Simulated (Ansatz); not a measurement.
All values below come from PBE-D3(BJ)/def2-SVP (Ansatz, an electronic-structure program). No frequencies were computed at this level.

Ansatz 0.2 input:
```yaml
crystal:
  periodic: [false, false, false]
  atoms:
    - { symbol: Ga, position_ang: [0.162005, -0.140171, -0.02231] }
    - { symbol: Cl, position_ang: [-0.441608, -1.178078, -1.761594] }
    - { symbol: Cl, position_ang: [0.029766, -1.200351, 1.801214] }
    - { symbol: Cl, position_ang: [1.80406, 1.173857, -0.231347] }
    - { symbol: C, position_ang: [-1.635362, 2.149698, -0.995113] }
    - { symbol: N, position_ang: [-1.544189, 1.336057, 0.212655] }
    - { symbol: C, position_ang: [-1.278557, 2.185857, 1.368643] }
    - { symbol: C, position_ang: [-2.785919, 0.596036, 0.411413] }
    - { symbol: H, position_ang: [-2.444586, 2.883586, -0.916113] }
    - { symbol: H, position_ang: [-1.818338, 1.502462, -1.854001] }
    - { symbol: H, position_ang: [-0.689712, 2.670821, -1.151846] }
    - { symbol: H, position_ang: [-1.178112, 1.563432, 2.259085] }
    - { symbol: H, position_ang: [-2.08745, 2.908425, 1.521167] }
    - { symbol: H, position_ang: [-0.340737, 2.721689, 1.215473] }
    - { symbol: H, position_ang: [-3.63743, 1.276342, 0.519987] }
    - { symbol: H, position_ang: [-2.955636, -0.060918, -0.442986] }
    - { symbol: H, position_ang: [-2.700109, -0.019907, 1.307702] }
basis:
  gaussian: { orbitals: def2-svp }
hamiltonian:
  xc: pbe
  dispersion: d3bj
relax:
  max_steps: 150
```

Output:

```
Functional definition: PBE
2108 factors; their error is unknown
mean field evaluation 1: about -94636.4904 eV, gradient 7.0e1 eV
mean field evaluation 2: about -94619.0104 eV, gradient 1.1e2 eV
mean field evaluation 4: about -94647.4902 eV, gradient 6.5e0 eV
mean field evaluation 8: about -94647.5678 eV, gradient 2.0e-1 eV
mean field evaluation 16: about -94647.4486 eV, gradient 6.0e-4 eV
mean field -94647.44859378 eV, -3478.2295814764 hartree, gradient 1.4e-5 eV, S^2 0.000000; 0 other end points of the search recorded, 0 dependent functions left out
reference -94647.44863598 eV, -3478.2295830273 hartree; 58, 58 occupied and 129, 129 virtual orbitals, 2108 factors
relax step   1: F+E_penalty+E_count = -94648.04067942 eV  Δ(F+E_penalty+E_count) = +0.000e0 eV  max|allowed force component| = 9.737e-1 eV/Å  Δτ_max = 0.0000 Å  (30 SCF iters, accepted)
these checks for a lower state are left out or cut short: starts, cluster_reference, orbital_swaps, neighbouring_geometries, increment
2108 factors; their error is unknown
mean field -94647.66686441 eV, -3478.2376027743 hartree, gradient 8.6e-6 eV, S^2 0.000000; 0 other end points of the search recorded, 0 dependent functions left out
reference -94647.66690634 eV, -3478.2376043153 hartree; 58, 58 occupied and 129, 129 virtual orbitals, 2108 factors
relax step   2: F+E_penalty+E_count = -94648.27011410 eV  Δ(F+E_penalty+E_count) = -2.294e-1 eV  max|allowed force component| = 5.148e-1 eV/Å  Δτ_max = 0.1539 Å  (30 SCF iters, accepted)
these checks for a lower state are left out or cut short: starts, cluster_reference, orbital_swaps, neighbouring_geometries, increment
2108 factors; their error is unknown
mean field evaluation 32: about -94647.6997 eV, gradient 3.0e-3 eV
mean field -94647.69968379 eV, -3478.2388088644 hartree, gradient 8.0e-6 eV, S^2 0.000000; 0 other end points of the search recorded, 0 dependent functions left out
reference -94647.69972593 eV, -3478.2388104130 hartree; 58, 58 occupied and 129, 129 virtual orbitals, 2108 factors
relax step   3: F+E_penalty+E_count = -94648.29745829 eV  Δ(F+E_penalty+E_count) = -2.734e-2 eV  max|allowed force component| = 1.579e-1 eV/Å  Δτ_max = 0.0378 Å  (31 SCF iters, accepted)
these checks for a lower state are left out or cut short: starts, cluster_reference, orbital_swaps, neighbouring_geometries, increment
2108 factors; their error is unknown
mean field -94647.70181931 eV, -3478.2388873430 hartree, gradient 8.2e-6 eV, S^2 0.000000; 0 other end points of the search recorded, 0 dependent functions left out
reference -94647.70186142 eV, -3478.2388888906 hartree; 58, 58 occupied and 129, 129 virtual orbitals, 2108 factors
relax step   4: F+E_penalty+E_count = -94648.30132834 eV  Δ(F+E_penalty+E_count) = -3.870e-3 eV  max|allowed force component| = 6.423e-2 eV/Å  Δτ_max = 0.0236 Å  (31 SCF iters, accepted)
these checks for a lower state are left out or cut short: starts, cluster_reference, orbital_swaps, neighbouring_geometries, increment
2108 factors; their error is unknown
mean field -94647.70266910 eV, -3478.2389185723 hartree, gradient 8.6e-6 eV, S^2 0.000000; 0 other end points of the search recorded, 0 dependent functions left out
reference -94647.70271120 eV, -3478.2389201194 hartree; 58, 58 occupied and 129, 129 virtual orbitals, 2108 factors
relax step   5: F+E_penalty+E_count = -94648.30181606 eV  Δ(F+E_penalty+E_count) = -4.877e-4 eV  max|allowed force component| = 2.160e-2 eV/Å  Δτ_max = 0.0194 Å  (31 SCF iters, accepted)
these checks for a lower state are left out or cut short: starts, cluster_reference, orbital_swaps, neighbouring_geometries, increment
2108 factors; their error is unknown
mean field -94647.70281573 eV, -3478.2389239607 hartree, gradient 8.6e-6 eV, S^2 0.000000; 0 other end points of the search recorded, 0 dependent functions left out
reference -94647.70285784 eV, -3478.2389255083 hartree; 58, 58 occupied and 129, 129 virtual orbitals, 2108 factors
relax step   6: F+E_penalty+E_count = -94648.30195279 eV  Δ(F+E_penalty+E_count) = -1.367e-4 eV  max|allowed force component| = 3.801e-3 eV/Å  Δτ_max = 0.0072 Å  (32 SCF iters, accepted)
2108 factors; their error is unknown
mean field evaluation 64: about -94647.8246 eV, gradient 1.5e-1 eV
mean field -94647.70281572 eV, -3478.2389239607 hartree, gradient 2.8e-5 eV, S^2 0.000000; 1 other end points of the search recorded, 0 dependent functions left out
reference -94647.70285784 eV, -3478.2389255083 hartree; 58, 58 occupied and 129, 129 virtual orbitals, 2108 factors
Total energy: -94648.30199490 eV, -3478.2609433893 hartree
Atom 0 at     0.049237    -0.042615    -0.006794 Å, force    -0.003219     0.002443     0.000274 eV/Å
Atom 1 at    -0.569009    -1.161605    -1.780072 Å, force    -0.000714    -0.001660    -0.001140 eV/Å
Atom 2 at    -0.036355    -1.129983     1.887689 Å, force     0.000962    -0.000714     0.002042 eV/Å
Atom 3 at     1.761562     1.291197    -0.266962 Å, force     0.001994     0.000923    -0.000857 eV/Å
Atom 4 at    -1.599947     2.145541    -1.022201 Å, force    -0.000406    -0.001724     0.003227 eV/Å
Atom 5 at    -1.529824     1.323664     0.210725 Å, force    -0.003801     0.003527     0.001210 eV/Å
Atom 6 at    -1.245069     2.171059     1.394504 Å, force    -0.002327    -0.000962    -0.002518 eV/Å
Atom 7 at    -2.782287     0.552305     0.402742 Å, force     0.002661     0.002553    -0.001105 eV/Å
Atom 8 at    -2.426329     2.884079    -0.946447 Å, force     0.000883    -0.000875     0.000439 eV/Å
Atom 9 at    -1.767230     1.478414    -1.888325 Å, force     0.000184    -0.000353    -0.000316 eV/Å
Atom 10 at    -0.635686     2.669784    -1.158634 Å, force     0.000670     0.000185     0.000279 eV/Å
Atom 11 at    -1.153971     1.522516     2.285752 Å, force     0.000017    -0.001080    -0.000084 eV/Å
Atom 12 at    -2.060849     2.910051     1.544387 Å, force     0.000729    -0.000887    -0.000255 eV/Å
Atom 13 at    -0.284097     2.695381     1.236926 Å, force     0.000596    -0.000491    -0.000394 eV/Å
Atom 14 at    -3.645043     1.241904     0.521838 Å, force     0.001204    -0.000337    -0.000133 eV/Å
Atom 15 at    -2.938950    -0.100910    -0.475892 Å, force     0.000286    -0.000217    -0.000824 eV/Å
Atom 16 at    -2.678066    -0.081944     1.302791 Å, force     0.000281    -0.000333     0.000156 eV/Å
Dipole moment:    -0.969520     0.838831     0.133553 e Å
```

Cost: around 100 core-seconds (rough).
